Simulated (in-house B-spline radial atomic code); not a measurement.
Settings and results of a run for Zn3+. Method: non-relativistic Hartree-Fock with fractional occupations, spin-polarised, spherical fractional occupations, point nucleus. Calculated with an all-electron radial atomic-structure program (B-spline basis).

Command:
```bash
python run_scf.py task.json out
```
Settings:
```
Z                30
configuration    [Ar] 3d9
hamiltonian      nr
method           hf,
spin_polarised   True
```

Output (hartree, bohr):
```
 radial grid: 47 intervals, B-splines of order 8, outer radius 18.6486 bohr

 iter        energy (Eh)    residual
    1       -1764.362936    4.61e-01
    2       -1769.399133    5.59e-01
    3       -1774.916161    1.06e-01
    4       -1775.150170    1.93e-02
    5       -1775.154145    9.99e-03
    6       -1775.155974    2.78e-03
    7       -1775.156146    3.42e-04
    8       -1775.156153    9.51e-05
    9       -1775.156153    1.12e-05
   10       -1775.156153    1.21e-06
   11       -1775.156153    4.15e-08

 total energy                     -1775.15615
 kinetic                            1775.1562
 electron-nucleus                  -4213.3655
 Hartree                             731.3042
 exact exchange                      -68.2510

 orbital      occ     eigenvalue          <r>       <r^2>       <1/r>       <r^4>       r_max
 1s up      1.000      -354.9202    0.0510859  0.00349728     29.5117 3.12171e-05     0.03372
 1s down    1.000      -354.9195    0.0510855  0.00349721     29.5118 3.12147e-05     0.03372
 2s up      1.000       -46.0152     0.228874   0.0617316     6.46422  0.00661207       0.192
 2s down    1.000       -45.9574     0.228676   0.0616099     6.46952  0.00657698       0.192
 2p up      3.000       -40.5786     0.199624   0.0487903     6.39912  0.00480282      0.1536
 2p down    3.000       -40.5230     0.199361   0.0486378     6.40508  0.00476024      0.1535
 3s up      1.000        -7.2584     0.685096    0.540404     2.05659    0.468448      0.5952
 3s down    1.000        -7.1347     0.686952    0.543523     2.04896    0.475026      0.5956
 3p up      3.000        -5.4635     0.708223    0.588732     1.93187    0.595811      0.5956
 3p down    3.000        -5.3146     0.711798     0.59514     1.92042    0.611666      0.5966
 3d up      5.000        -2.3848     0.797266    0.799637     1.62209     1.44218      0.5616
 3d down    4.000        -2.0836      0.82987    0.875431     1.57571     1.78661      0.5707
```

Cost of the run: 0.41 s on 1 thread of Arm Neoverse N1, on a shared host.

Caution: exact exchange at fractional occupations of open shells leaves self-interaction of up to several eV.
